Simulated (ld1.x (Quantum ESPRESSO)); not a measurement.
# Transferability test, TM potential for bismuth (Bi)

```
Element                 : bismuth (Bi)
Generator               : ld1.x (Quantum ESPRESSO) 7.5
Type                    : norm-conserving Troullier–Martins (Kleinman–Bylander form)
Functional              : PBE
Relativity              : scalar-relativistic
Frozen core             : [Xe] 4f14
Valence charge          : 15
Reference configuration : 5d10 6s2 6p3
Partial waves           : 6p (bound): rc 2.70 bohr; 5d (bound): rc 2.00 bohr; 5f channel at 0.4 Ry: rc 2.10 bohr; 6s (bound): rc 1.90 bohr
Local potential         : the s channel
Core correction         : none
```

Energies are relative to the spin-unpolarised reference configuration 5d10 6s2 6p3; without spin polarisation the order of configurations can differ from experiment. The frozen-core shift is the all-electron ΔE with the core orbitals held at their reference shape minus the fully relaxed ΔE.

Question: Give the all-electron excitation energy and the error of the potential for: 5d10 6s2 6p2; 5d10 6s2 6p1; 5d10 6s2 6p0; 5d9 6s2 6p3; 5d10 6s2 6p2.5; 5d10 6s1 6p0; 5d10 6s1 6p4.

Answer:

```tsv
valence configuration	charge	ΔE all-electron (eV)	error AE − PS (meV)	frozen-core shift (meV)
5d10 6s2 6p2	+1	7.913	-2.5	+3.3
5d10 6s2 6p1	+2	23.160	-6.6	+10
5d10 6s2 6p0	+3	46.502	-16	+23
5d9 6s2 6p3	+1	33.322	-138	+76
5d10 6s2 6p2.5	+0.5	3.097	-1.2	+1.3
5d10 6s1 6p0	+4	91.907	+5.1	+53
5d10 6s1 6p4	0	10.082	-2.3	+2.2
```
